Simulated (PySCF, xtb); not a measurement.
Breaking a bond: OH (anion, charge -1), singlet.

- RKS-LDA (SVWN5)/6-31G* = restricted LDA (SVWN5)/6-31G*, spherical d (PySCF)
- GFN1-xTB (xtb)
- RKS-r2SCAN = restricted r2SCAN/aug-cc-pVTZ run with PySCF

Energies are in mEh, each relative to the lowest point of its own curve near equilibrium.

```csv
R / Å,RKS-LDA (SVWN5)/6-31G*,GFN1-xTB,RKS-r2SCAN
0.77,66.6,57.3,57.0
0.81,39.9,32.9,32.3
0.87,15.2,11.2,10.4
0.91,6.2,3.9,3.2
0.94,2.3,1.0,0.6
0.97,0.4,0.0,0.0
1.00,0.0,0.4,1.0
1.03,0.9,2.1,3.2
1.07,…,5.7,…
1.13,10.0,13.5,…
1.20,19.7,25.0,29.6
1.31,37.0,…,51.9
1.45,59.7,74.1,80.1
1.58,…,99.1,104.2
1.73,100.1,125.1,128.5
1.94,…,155.5,156.1
2.13,—,176.8,175.2
2.38,—,196.9,193.8
2.58,—,207.7,204.4
```

Question: Some entries are withheld; supply them.

Answer: 
- 1.07, RKS-LDA (SVWN5)/6-31G*: 3.6
- 1.07, RKS-r2SCAN: 7.7
- 1.13, RKS-r2SCAN: 16.8
- 1.31, GFN1-xTB: 46.1
- 1.58, RKS-LDA (SVWN5)/6-31G*: 79.5
- 1.94, RKS-LDA (SVWN5)/6-31G*: 124.2

A dash means that the run gave no value there, or that the column was ended at a point which the program doubted or which failed a test of continuity chosen for this set; such a test can also cut sound points.

The restricted form behind RKS-LDA (SVWN5)/6-31G*, RKS-r2SCAN keeps the bonding electrons paired and can't separate into open-shell fragments. Where the anion isn't bound against loss of the electron, the finite basis alone holds it.
